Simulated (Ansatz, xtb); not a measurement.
## BFH2NS: 5 structures ranked

5 gas-phase structures of BFH2NS, found in a search over its isomers (lower ones may exist). Each was relaxed with GFN2-xTB; where two conformers were screened, the lower at r2SCAN-D4/def2-SVP is listed:

A. `F[B@@H-]1[NH+]=[S]1`, a doublet
B. a doublet given by its coordinates
C. `FBN[S]`, a doublet
D. `FB[N]S`, a doublet
E. `NB(F)[S]`, a doublet

B (Å):

```xyz
6

B     0.3076   -0.0422   -0.7138
F    -0.9886   -0.1250   -0.5108
N     1.3389   -0.4535   -0.0083
S     0.9134    1.0050   -2.2262
H     2.3300   -0.4695   -0.1123
H     0.5524    2.1674   -1.6830
```

Close contacts (Å): B1–F2 1.31, B1–N3 1.32, B1–S4 1.94, N3–H5 1.00, S4–H6 1.33.

Problem. Estimate their order in r2SCAN-D4/def2-SVP energy at these geometries, lowest first.

Solution. Calculated order at r2SCAN-D4/def2-SVP: E (0.0), C (119.1), B (144.1), A (173.4), D (212.2) kJ/mol.

Energies above the lowest of each column, in kJ/mol; the last columns are at B3LYP-D3(BJ)/def2-SVP geometries and were run for some of them only (a dash: not run or not comparable):

| structure | GFN2-xTB | HF/STO-3G | r2SCAN-D4/def2-SVP | B3LYP-D3(BJ)/def2-SVP | CCSD(T)/def2-SVP + ΔMP2/def2-TZVPP |
| --- | --- | --- | --- | --- | --- |
| E | 0.0 | 0.0 | 0.0 | 0.0 | 0.0 |
| C | 34.8 | 87.9 | 119.1 | 104.7 | 107.4 |
| B | 125.7 | 203.3 | 144.1 | – | – |
| A | 76.5 | 213.8 | 173.4 | – | – |
| D | 97.2 | 239.3 | 212.2 | – | – |

Every level run on E puts it lowest or level with the lowest. Flexible structures stand in one conformer each, not always the lowest. Frequencies (B3LYP-D3(BJ)/def2-SVP) were run for C, E alone. Open shells are spin-unrestricted. ΔMP2 is the change of the MP2 energy from the smaller to the larger basis.

Over these structures GFN2-xTB departs from r2SCAN-D4/def2-SVP by 43.0 kJ/mol on average once a common shift is removed. A GFN2-xTB relaxation took about 0.074 s and the r2SCAN-D4/def2-SVP energy about 3.3 s on a shared host (Ansatz 0.2.0, xtb 6.7.1).
